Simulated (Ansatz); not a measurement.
Total energies of Ga₁₃N₁₃H₃₀, a nanocrystal cut from zinc blende GaN (hydrogen-capped) from Ansatz at PBE0-D4/def2-TZVP, gas phase (1 Eh = 27.2114 eV = 2625.5 kJ/mol). The reference geometry is relaxed at r2SCAN-D4/def2-SVP.

Cartesian coordinates in Å:
```
Ga 2.0193 1.4751 -0.1614
Ga 0.7143 0.9846 -3.2246
Ga 3.3715 -0.5960 -2.3256
Ga 1.8507 -1.6431 0.3934
Ga 0.5476 -2.1020 -2.6756
Ga -0.7341 3.2083 -1.0223
Ga 0.6118 3.6412 1.8705
Ga 0.5182 0.4022 2.4184
Ga -2.2200 2.1461 1.5310
Ga -0.7699 -0.0411 -0.4650
Ga -1.0840 -3.2691 0.1296
Ga -2.4032 -1.2446 2.1338
Ga 0.2623 -2.8185 3.0197
N 2.2595 1.0694 -2.0865
N 0.9224 3.1223 -0.0535
N -0.2946 2.6898 -2.9097
N 0.8545 0.0456 0.5161
N -0.3981 -0.3977 -2.3575
N 2.0961 -1.9516 -1.5489
N 0.5899 -3.0285 1.0408
N -0.6281 -3.4796 -1.8126
N -1.7377 1.6588 -0.3211
N -0.5320 2.0829 2.4458
N -0.7013 -1.0469 3.0025
N -3.2643 0.5664 2.1932
N -1.9071 -1.4770 0.2365
H 3.3921 1.6557 0.5586
H 0.8734 0.7988 -4.7687
H 4.6425 -0.5022 -1.4130
H 3.4605 -0.8769 -3.8761
H 3.2102 -1.7074 1.1571
H 0.6968 -2.4761 -4.1861
H -1.5601 4.5348 -1.0680
H 1.9747 3.5924 2.6434
H -0.3132 4.9198 1.8639
H 1.7728 0.4985 3.3417
H -3.1364 3.4079 1.6401
H -2.0447 -4.4365 0.5273
H -3.4442 -2.2889 2.6529
H 1.6369 -2.6500 3.7541
H -0.7916 -3.9170 3.4359
H 2.8850 1.7999 -2.4473
H 1.5292 3.8813 -0.3862
H 0.2593 3.4518 -3.3149
H -1.1491 2.6931 -3.4751
H -1.2751 -0.4447 -2.8884
H 2.6348 -2.8228 -1.6249
H 1.1079 -3.9145 1.0009
H -0.1650 -4.3880 -1.9213
H -1.4889 -3.5872 -2.3578
H -2.6154 1.6130 -0.8510
H -0.6962 2.2906 3.4382
H -0.8680 -0.8822 4.0025
H -3.5156 0.7535 3.1696
H -4.1718 0.5313 1.7189
H -2.7848 -1.5248 -0.2931
```

```json
{"state": "charge 0 singlet", "geometry": "reference", "energy (Eh)": "-25750.15771"}
{"state": "charge 1 doublet", "geometry": "reference", "energy (Eh)": "-25749.85101"}
{"state": "charge -1 doublet", "geometry": "reference", "energy (Eh)": "-25750.16163"}
{"state": "free Ga atom (doublet)", "geometry": "–", "energy (Eh)": "-1924.55212"}
{"state": "free N atom (quartet)", "geometry": "–", "energy (Eh)": "-54.54382"}
{"state": "free H atom (doublet)", "geometry": "–", "energy (Eh)": "-0.50104"}
```

Single mean-field runs in def2-TZVP are fitted with def2-universal-jkfit.

Q: Work out the vertical ionisation energy to the doublet.

A: E(charge 1 doublet) − E(charge 0 singlet) = -25749.85101 − (-25750.15771) = 0.30670 Eh = 8.35 eV. For comparison, −ε of the highest occupied level is 7.12 eV at this level, 1.23 eV less.

Q: Work out the vertical electron affinity, to the doublet.

A: E(charge 0 singlet) − E(charge -1 doublet) = -25750.15771 − (-25750.16163) = 0.00392 Eh = 0.11 eV. The basis lacks diffuse functions, which makes affinities too small.

Q: Give the fundamental gap IE − EA, the Mulliken electronegativity (IE + EA)/2 and the hardness (IE − EA)/2.

A: From the values in Eh: IE − EA = 0.30670 − 0.00392 = 0.30278 Eh = 8.24 eV; (IE + EA)/2 = 4.23 eV; (IE − EA)/2 = 4.12 eV. The HOMO–LUMO gap of the same run is 6.16 eV, 2.08 eV smaller than the fundamental gap.

Q: What is the binding energy per atom against free atoms?

A: Atoms: 13 × (-1924.55212) + 13 × (-54.54382) + 30 × (-0.50104) = -25743.27842 Eh. Binding: -25743.27842 − (-25750.15771) = 6.87929 Eh = 187.20 eV, or 3.34 eV for each of 56 atoms (no zero-point energy, no counterpoise term).

At PBE0-D4/def2-TZVP the highest occupied level of the charge -1 doublet lies above zero (up to 0.94 eV). By energy differences its removal costs 0.11 eV (vertical, to the charge 0 singlet, at PBE0-D4/def2-TZVP); self-interaction error and the lack of diffuse functions both raise the level.
